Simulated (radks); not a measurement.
The numbers below are computed, except where a source is named.
The bromine anion Br-, [Kr], held by a Watson sphere: a shell of charge +1 at radius R that stands for the Madelung well of a crystal (potential energy -1/R inside, -1/r outside, in hartree with lengths in bohr). Code: a radial shooting solver on a logarithmic mesh with Libxc functionals. Model: scalar-relativistic Kohn-Sham, PBEsol, spin-polarised, spherical densities, point nucleus. Response by self-consistent Sternheimer equations with the Hartree and adiabatic LDA kernel, the relativistic mass of each level held fixed and spin-orbit coupling left out. The sphere does not respond.

\begin{tabular}{lrrrrrrr}
R (bohr) & e(3d) (eV) & e(4s) (eV) & e(4p) (eV) & <r> 4p (bohr) & sum of <r^2> (bohr^2) & X-ray form factor at sin(theta)/lambda = 0.2 1/angstrom & alpha (bohr^3) \\ \hline
2.2 & -65.582 & -20.361 & -8.373 & 2.119 & 45.81 & 27.900 & 23.99 \\
2.37 & -65.412 & -20.066 & -8.164 & 2.140 & 46.55 & 27.862 & 25.28 \\
2.47 & -65.318 & -19.898 & -8.035 & 2.152 & 46.97 & 27.843 & 26.07 \\
2.72 & -65.085 & -19.495 & -7.704 & 2.180 & 47.96 & 27.804 & 28.14 \\
3.2 & -64.618 & -18.788 & -7.064 & 2.222 & 49.57 & 27.758 & 32.30 \\
3.21 & -64.608 & -18.774 & -7.051 & 2.223 & 49.60 & 27.758 & 32.39 \\
3.95 & -63.862 & -17.842 & -6.138 & 2.267 & 51.41 & 27.732 & 38.71 \\
4.63 & -63.221 & -17.129 & -5.419 & 2.291 & 52.51 & 27.727 & 43.91 \\
4.74 & -63.124 & -17.025 & -5.314 & 2.294 & 52.65 & 27.726 & 44.68 \\
\end{tabular}
